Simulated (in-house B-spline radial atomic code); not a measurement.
Values are calculated unless marked as measured or tabulated.
## C6 from the polarisability at imaginary frequency: neutral neon

RPBE linear response of the closed shell [He] 2s2 2p6, from an all-electron radial atomic-structure program (B-spline basis); non-relativistic, point nucleus, no spin-orbit coupling.

The dispersion coefficient of two like species is C6 = (3/π) ∫ α(iu)² du from 0 to ∞.

```
u (hartree)  α(iu) (bohr³)
          0          3.097
       0.03          3.093
       0.07          3.074
       0.12          3.031
        0.2          2.924
        0.3          2.747
       0.45          2.449
        0.7          1.987
          1          1.557
        1.5          1.084
        2.5         0.6052
          5          0.225
```

**Question.** Fit one oscillator, α(iu) = α(0)/(1 + u²/ω²), through u = 0.7 and estimate C6.

**Answer.** From α(0)/α(iu) − 1 = 3.097/1.987 − 1 = 0.5586, ω = u/√0.5586 = 0.9366 hartree (25.5 eV). London's formula gives C6 = (3/4) α(0)² ω = 0.75 × 3.097² × 0.9366 = 6.737 hartree·bohr⁶, and the oscillator holds f = α(0) ω² = 2.72 electrons, of a sum of oscillator strengths of 10.0.

**Question.** How does that compare with the full integral?

**Answer.** The program's quadrature over all excitations gives C6 = 7.481, so the single oscillator is off by -9.9 %. At the last point the fit gives α = 0.105 against 0.225: higher excitations, and deeper shells where there are any, keep the true curve higher at large u.
